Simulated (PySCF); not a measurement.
Choosing a molecule for a target property.

Each SMILES stands for a single optimised conformer of the isolated species, non-relativistic unless stated. Electronic properties by PySCF.

Dipoles, sizes and rotational constants follow the conformer. The torsions of the flexible species, by atom-mapped SMILES:
- `[O:1]=[C:2]1[CH:3]=[CH:4][Si@H:5]1[C:6]([F:7])([F:8])[F:9]`: C4–Si5–C6–F7 166°
- `[CH2:1]=[CH:2][Si@H:3]([Cl:4])[SiH2:5][NH2:6]`: C1–C2–Si3–Cl4 11°, C2–Si3–Si5–N6 -146°, H–N6–Si5–Si3 45°, H–N6–Si5–Si3 -175°
- `[N:1]#[C:2]/[C:3]([SiH3:4])=[C:5](/[C:6]#[N:7])[SiH2:8][F:9]`: C3–C5–Si8–F9 -124°
- `[CH:1]#[C:2][Si@:3]1([F:4])[CH:5]=[C:6]([CH2:7][Cl:8])[SiH2:9]1`: C5–C6–C7–Cl8 -127°

(1) Wanted: dipole moment between 2 D and 3 D (CAM-B3LYP/def2-SVPD) and static isotropic polarisability below 114 au (CAM-B3LYP/def2-SVPD), at GFN2-xTB geometries. Which candidate meets both?
A. `N#C/C([SiH3])=C(/C#N)[SiH2]F`
B. `C#C[Si@]1(F)C=C(CCl)[SiH2]1`
C. `O=C1C=C[Si@H]1C(F)(F)F`
D. `[SiH2]([Si@H](C=C)Cl)N`

(2) Wanted: lowest singlet excitation above 5 eV (TDDFT CAM-B3LYP/def2-SVPD) and HOMO–LUMO gap above 9 eV (CAM-B3LYP/def2-SVPD), at GFN2-xTB geometries. Which candidate meets both?
A. `N#C/C([SiH3])=C(/C#N)[SiH2]F`
B. `O=C1C=C[Si@H]1C(F)(F)F`
C. `C#C[Si@]1(F)C=C(CCl)[SiH2]1`
D. `[SiH2]([Si@H](C=C)Cl)N`

Results:

(1) D. Computed values:
| species | dipole moment | static isotropic polarisability |
| --- | --- | --- |
| C#C[Si@]1(F)C=C(CCl)[SiH2]1 | 0.69 D | 121.7 au |
| N#C/C([SiH3])=C(/C#N)[SiH2]F | 1.71 D | 107.3 au |
| [SiH2]([Si@H](C=C)Cl)N | 2.41 D | 99.5 au |
| O=C1C=C[Si@H]1C(F)(F)F | 3.81 D | 75.6 au |

(2) D. Computed values:
```
                     species  lowest singlet excitation  HOMO–LUMO gap
      O=C1C=C[Si@H]1C(F)(F)F                    3.31 eV        7.58 eV
N#C/C([SiH3])=C(/C#N)[SiH2]F                    4.70 eV        7.68 eV
 C#C[Si@]1(F)C=C(CCl)[SiH2]1                    5.49 eV        8.96 eV
      [SiH2]([Si@H](C=C)Cl)N                    5.76 eV        9.07 eV
```
